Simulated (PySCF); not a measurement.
**Excitation energy of Ne²⁺ by level of theory**

Ne²⁺ [He] 2s2 2p4 (3P) → Ne²⁺ [He] 2s2 2p3 3d1 (5D), as a difference of total energies. Calculation: PySCF 2.14, in aug-cc-pCVTZ-DK; the spin-free X2C one-electron Hamiltonian (Gaussian nucleus). Correlated levels: valence and next inner shell: nothing frozen. The calculations carry no spin-orbit coupling.

| method | excitation energy (eV) |
| --- | --- |
| UHF | 52.841 |
| MP2 (valence and next inner shell) | 53.770 |
| SCS-MP2 (valence and next inner shell) | 53.956 |
| CCSD (valence and next inner shell) | 53.753 |
| CCSD(T) (valence and next inner shell) | 53.757 |

Q: How much does correlation contribute at CCSD(T) (valence and next inner shell)?

A: 53.757 − (52.841) = 0.916 eV, measured against UHF.

A first-order spin-orbit estimate (lowest level to lowest level, LS coupling) adds 0.036 eV.

The promoted electron is Rydberg-like, and one or two diffuse shells describe it only roughly, which tends to raise the upper state.
